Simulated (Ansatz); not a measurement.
Reaction (redistribution): `OB(O)[Te]C(F)(F)F` + `CC[O][SnH3]` → `CC[Te]B(O)O` + `FC(F)(F)[O][SnH3]`

Computed with Ansatz on PBE0-D4/def2-TZVP structures; ΔE is electronic, products minus reactants. CBS: MP2 limit from def2 TZ/QZ plus the TZ coupled-cluster correction, frozen cores. DFT in def2-TZVPP. def2 core potentials past Kr. For Sn, Te outer-core shells are correlated without core-valence functions, which leaves a few kJ/mol of doubt a bond. Each species was taken in one conformer, which may not be the lowest.

| level | ΔE (kJ/mol) |
| --- | --- |
| r2SCAN-D4 | -101.1 |
| PBE0-D4 | -103.6 |
| B2PLYP | -99.3 |
| CCSD/CBS(def2) | -106.4 |

Question: What does CCSD(T)/CBS give? (An estimate is asked.)

Answer: Ansatz gave: -104.3 kJ/mol. The listed levels differ from it by 3.2, 0.7, 5.0, -2.1 kJ/mol.

Largest T1 diagnostic among the species: 0.013.

In def2-TZVPP, CCSD(T) changes the Hartree–Fock value by +10.5 kJ/mol (the triples alone add +2.1 kJ/mol) and MP2 by +4.9 kJ/mol. From PBE to PBE0 (25 % exact exchange), in def2-TZVPP and without D4, ΔE moves by −13.9 kJ/mol.
